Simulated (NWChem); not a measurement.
System: SnH$_{2}$O$_{2}$, singlet; SMILES [OH][Sn][OH]

NWChem input:

```
start job
memory heap 200 mb stack 900 mb global 1100 mb
geometry units angstroms noautoz
  Sn     0.358543    -0.001420     0.000000
  O     -0.999334    -1.454838     0.000000
  H     -1.891464    -1.079591     0.000000
  O     -1.082993     1.395632     0.000000
  H     -0.781264     2.311060     0.000000
end
basis spherical
  * library def2-svp
end
ecp
  Sn library def2-ecp
end
dft
  xc xwpbe 1.00 cpbe96 1.0 hfexch 1.00
  cam 0.1 cam_alpha 0.0 cam_beta 1.0
  iterations 150
  vectors input atomic output neutral.movecs
end
task dft energy
charge 1
dft
  odft
  mult 2
  vectors input atomic output cation.movecs
end
task dft energy
```

Low-valent species are run as closed-shell singlets; no triplet was tried in these runs. The geometry was optimised at PBE0/def2-SVP. def2 effective core potentials on Sn; no spin-orbit coupling.

Ions are spin-unrestricted doublets at the neutral geometry; other ion states weren't tried. Functional: LC-ωPBE (HJS hole) with def2-SVP; the question gives the range parameter ω in 1/bohr.

Problem. What results follow from this input? (LC-wPBE (HJS exchange hole, range parameter 0.1 per bohr)/def2-SVP with def2 effective core potentials on Sn, vertical spin-unrestricted ions.) Quantities: vertical ionisation energy, ΔSCF (eV); −ε(HOMO) (eV).

Solution. 
```
Property                               Result
-------------------------------------  ------
vertical ionisation energy, ΔSCF (eV)    9.40
−ε(HOMO) (eV)                            7.52
```
